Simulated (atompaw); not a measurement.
## Logarithmic derivatives: Lu, PAW (atompaw)

```json
{"Element": "Lu", "Generator": "atompaw 4.2.0.5", "Type": "PAW", "Functional": "LDA (PW92)", "Relativity": "scalar-relativistic", "Frozen core": "[Kr] 4d10", "Valence charge": "25", "Reference configuration": "4f14 5s2 5p6 5d1 6s1.5 6p0 (charge +0.5)", "Partial waves": "5s (bound): rc 1.85 bohr; 6s (bound): rc 3.00 bohr; 5p (bound): rc 1.50 bohr; 6p (bound, empty): rc 2.20 bohr; 5d (bound): rc 3.00 bohr; 5d channel at 2.95 Ry: rc 3.00 bohr; 4f (bound): rc 1.15 bohr; 4f channel at 0.75 Ry: rc 1.15 bohr", "Local potential": "troulliermartins scheme with l = 4 at -0.5 Ry, radius 2.30 bohr", "Core correction": "smooth core density matched at 2.45 bohr", "Augmentation charge": "sinc compensation charge, radius 2.30 bohr; PAW radius 3.00 bohr; waves and projectors: custom polynom2 7 10 vanderbiltortho"}
```

The phase is arctan(r·u′/u) with u = r·R(r), unwrapped; energies in Ry, scanned from -7 to 5 Ry. A pole is an energy at which the radial function vanishes at the test radius. The pseudo phase is shifted by a multiple of π to meet the all-electron one at the reference energy, and phase errors are pseudo minus all-electron; the curves can meet again beyond the range given. Levels narrower than the energy grid can be missing from the lists of poles. n/a: not evaluated, since a narrow level or a reset projector energy made the automatic matching unsafe.

For each channel, where are the poles, and over which energies does the pseudopotential scatter like the atom?

```csv
channel,radius (bohr),reference energy (Ry),"poles, all-electron","poles, pseudo",unbroken range about the reference energy with phases within 0.05 rad,phase error 1 Ry above the reference energy (rad)
s,3.01,-0.55,1.28,"1.06, 4.94",n/a,n/a
p,3.01,-0.27,"-2.51, 2.58","-2.51, 2.51",below 4.2,-0.003
d,3.01,-0.36,"0.19, 4.91",0.22,below 1.6,+0.018
f,3.01,-0.96,"-0.93, 2.95","-0.93, 2.96",below 4.6,+0.000
```

A Bessel basis up to 400 Ry misses an occupied level by 0.25 Ry, so cutoffs and ghosts were not judged.

Phases in the f channel:

| E (Ry) | all-electron | pseudo |
| --- | --- | --- |
| -7.00 | 1.449 | 1.449 |
| -6.52 | 1.445 | 1.445 |
| -6.04 | 1.440 | 1.440 |
| -5.56 | 1.435 | 1.435 |
| -5.08 | 1.429 | 1.429 |
| -4.60 | 1.423 | 1.423 |
| -4.12 | 1.415 | 1.415 |
| -3.64 | 1.407 | 1.407 |
| -3.16 | 1.396 | 1.396 |
| -2.68 | 1.383 | 1.383 |
| -2.20 | 1.367 | 1.367 |
| -1.72 | 1.346 | 1.346 |
| -1.24 | 1.310 | 1.310 |
| -0.76 | -1.834 | -1.834 |
| -0.28 | -1.906 | -1.906 |
| 0.20 | -2.015 | -2.015 |
| 0.68 | -2.272 | -2.272 |
| 1.16 | -3.157 | -3.156 |
| 1.64 | -4.205 | -4.204 |
| 2.12 | -4.520 | -4.519 |
| 2.60 | -4.651 | -4.649 |
| 3.08 | -4.732 | -4.729 |
| 3.56 | -4.801 | -4.796 |
| 4.04 | -4.882 | -4.870 |
| 4.52 | -5.019 | -4.983 |
| 5.00 | -5.429 | -5.254 |
